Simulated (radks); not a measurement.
Values are calculated unless marked as measured or tabulated.
All-electron atom: Sc XIV in [He] 2s2 2p4.

Level of theory: non-relativistic Kohn-Sham, SCAN, spin-polarised, spherical densities, point nucleus; open shells are filled with parallel spins first; meta-GGA in the generalised Kohn-Sham scheme (a radial shooting solver on a logarithmic mesh with Libxc functionals).

Energy parts (eV):
| part | energy |
|---|---|
| total | -17982.561 |
| kinetic | 17975.015 |
| electron-nucleus | -38758.509 |
| Hartree | 3533.899 |
| exchange-correlation | -732.966 |

Orbitals (lengths in bohr, moments of r in powers of bohr; r(max) is where P^2 peaks; r(90%) holds 90 % of the orbital's charge):
orbital  occ.  eigenvalue (eV)      <r^4>  r(90%)      <r>   r(max)
1s up       1        -4873.011  0.0001344   0.131  0.07349  0.04835
1s down     1        -4863.229  0.0001330   0.131  0.07333  0.04831
2s up       1        -883.3151    0.02680   0.504   0.3273   0.2767
2s down     1        -868.1083    0.02768   0.508   0.3297   0.2780
2p up       3        -812.2904    0.01952   0.465   0.2865   0.2229
2p down     1        -792.8309    0.02053   0.471   0.2896   0.2249

The highest occupied level is 2p down at -792.83 eV. For comparison, the ionisation energy in NIST's Atomic Spectra Database is 833 eV (semi-empirical). In exact Kohn-Sham theory the highest level is minus the ionisation energy, but local and semilocal functionals leave it too shallow, through self-interaction and a potential that decays too fast; potentials with the right tail come closer. The spin density at the nucleus is -1.757 e/bohr^3 (1s -8.810, 2s 7.052), a Fermi contact field of -92.1 T. Spin moment in Bohr magnetons: 2. The electron density at the nucleus is 6188 e/bohr^3. The density falls to 0.001 e/bohr^3 at r = 1.03 bohr. Summed over all electrons, <r^2> = 0.6698 bohr^2, which gives a Langevin (diamagnetic) susceptibility term of -0.53 x 10^-6 cm^3/mol. Virial ratio -V/T = 2.00042.
